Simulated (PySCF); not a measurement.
Molfile (atoms numbered from 1):
```
C5H4F3NS
     RDKit          3D

 14 14  0  0  0  0  0  0  0  0999 V2000
   -2.5634   -0.1618   -0.1016 C   0  0  0  0  0  0  0  0  0  0  0  0
   -1.1647    0.3396    0.0482 C   0  0  0  0  0  0  0  0  0  0  0  0
    0.0092   -0.4636   -0.1047 C   0  0  0  0  0  0  0  0  0  0  0  0
    1.1334    0.2886    0.1014 C   0  0  0  0  0  0  0  0  0  0  0  0
    2.5561   -0.1687    0.0214 C   0  0  0  0  0  0  0  0  0  0  0  0
    3.2309    0.1398    1.1306 F   0  0  0  0  0  0  0  0  0  0  0  0
    2.6244   -1.4889   -0.1461 F   0  0  0  0  0  0  0  0  0  0  0  0
    3.1957    0.4041   -1.0002 F   0  0  0  0  0  0  0  0  0  0  0  0
    0.6755    1.9041    0.4620 S   0  0  0  0  0  0  0  0  0  0  0  0
   -0.9436    1.6026    0.3443 N   0  0  0  0  0  0  0  0  0  0  0  0
   -3.2711    0.6618    0.0528 H   0  0  0  0  0  0  0  0  0  0  0  0
   -2.7764   -0.9550    0.6318 H   0  0  0  0  0  0  0  0  0  0  0  0
   -2.7238   -0.5864   -1.1045 H   0  0  0  0  0  0  0  0  0  0  0  0
    0.0192   -1.5258   -0.3480 H   0  0  0  0  0  0  0  0  0  0  0  0
  1  2  1  0
  2  3  1  0
  3  4  2  0
  4  5  1  0
  5  6  1  0
  5  7  1  0
  5  8  1  0
  4  9  1  0
  9 10  1  0
 10  2  2  0
  1 11  1  0
  1 12  1  0
  1 13  1  0
  3 14  1  0
M  END
```

Geometry: PBE0-D3(BJ)/def2-SVP; GIAO shifts from PySCF 2.14, gas phase, non-relativistic, averaged over equivalent atoms.

At KT3/pcSseg-1 (197 basis functions, 39 s wall time on 1 thread of an Arm Neoverse V1, shared host):
```json
{"atoms": "C2", "δ (ppm)": "155.9"}
{"atoms": "C4", "δ (ppm)": "150.8"}
{"atoms": "C5", "δ (ppm)": "124.5"}
{"atoms": "C3", "δ (ppm)": "117.6"}
{"atoms": "C1", "δ (ppm)": "20.5"}
{"atoms": "F6/F7/F8", "δ (ppm)": "-86.2"}
{"atoms": "S9", "δ (ppm)": "368.2"}
{"atoms": "N10", "δ (ppm)": "315.1"}
{"atoms": "H14", "δ (ppm)": "7.07"}
{"atoms": "H11/H12/H13", "δ (ppm)": "2.60"}
```

Referencing at the same level of theory: $^{13}$C (σ = 182.31 ppm), $^{1}$H (σ = 31.32 ppm) against TMS; $^{19}$F (σ = 149.45 ppm) vs CFCl3; CS2 for $^{33}$S (σ = 516.28 ppm); $^{15}$N (σ = 262.01 ppm) against NH3.

What do these become at PBE0/pcSseg-1?

## Answers


| atoms | δ at PBE0/pcSseg-1 | change |
| --- | --- | --- |
| C2 | 169.8 | +13.9 |
| C4 | 166.0 | +15.2 |
| C5 | 126.4 | +1.9 |
| C3 | 129.0 | +11.4 |
| C1 | 20.7 | +0.2 |
| F6/F7/F8 | -69.2 | +17.0 |
| S9 | 389.0 | +20.8 |
| N10 | 348.2 | +33.1 |
| H14 | 7.29 | +0.22 |
| H11/H12/H13 | 2.66 | +0.06 |

Chemical shifts δ = σref − σ; $^{13}$C (σ = 184.41 ppm), $^{1}$H (σ = 31.27 ppm) against TMS; CFCl3 for $^{19}$F (σ = 177.25 ppm); CS2 for $^{33}$S (σ = 495.66 ppm); $^{15}$N (σ = 265.67 ppm) vs NH3, all at this level.

The largest change is at N10 (pyridine-type nitrogen of an azole). Cost: 197 basis functions, 36 s wall time on 1 thread of an Arm Neoverse V1, shared host. The order of the carbon signals changes between the two levels.

Unscaled 19F shifts against computed CFCl3 carry errors that often reach 10 to 50 ppm. Experimental scales use liquid or dissolved standards, which lie at an offset from isolated NH3 (liquid NH3: subtract about 20 ppm). Unscaled 15N shifts of sp2 nitrogen come out 20 to 40 ppm too high even then.
